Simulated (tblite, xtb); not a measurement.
C4H11In, charge +1, doublet, geometry from GFN2-xTB (such geometries of metal compounds can be far from the true shape) (a state made from the parent by changing its charge; the spin is typed, not shown lowest). Base run: xtb 6.7.1 with GFN1-xTB.

The xtb input:
```
$ xtb mol.xyz --gfn 1 --chrg 1 --uhf 1 --json

# file mol.xyz
16

In    -0.02963520     0.44045721     0.17025710
C      1.48262445     1.07042731    -1.40001528
H      2.36994918     0.44925095    -1.29338933
H      1.71732785     2.11754537    -1.21687969
H      1.02984855     0.94226752    -2.38146832
C     -1.40249016     0.85027212     1.94236602
H     -2.37528208     0.41288080     1.72295956
H     -1.47202196     1.93121420     2.05648077
H     -0.95609687     0.39167536     2.82322251
C     -0.45654523    -2.03566216    -0.23130453
C      0.49728378    -2.47871821    -1.26157102
H     -1.49906849    -1.96659428    -0.52351182
H     -0.29245338    -2.38994113     0.78095687
H      1.53480767    -2.40562545    -0.93006302
H      0.35775097    -1.95900707    -2.21204150
H      0.31212595    -3.54398353    -1.46571545
```

Programs used: tblite, xtb; a row that names a program was run with it.

Variants of this job, named by their change:

| change | ΔE vs base (mEh) | G_solv (kcal/mol) | SCF cycles |
|---|---|---|---|
| base | 0.000 | - | 10 |
| program = tblite; method = gfn1; option = (--alpb, water) | -68.110 | - | - |
| program = tblite; method = gfn1; option = --spin-polarized | -6.196 | - | - |
| program = tblite; method = gfn1 | 0.000 | - | - |
| gbsa = acetonitrile | -76.272 | -47.98 | 9 |
| alpb = methanol | -73.362 | -46.15 | 9 |
| etemp = 1000 | -0.148 | - | 10 |
| acc = 0.1 | 0.000 | - | 12 |
| program = tblite; method = gfn1; option = (--efield, 0,0,0.1) | 0.044 | - | - |
| acc = 1000 | 0.620 | - | 5 |

ALPB and GBSA are two models with their own fitted parameters for each solvent, which aren't always the measured dielectric constant.
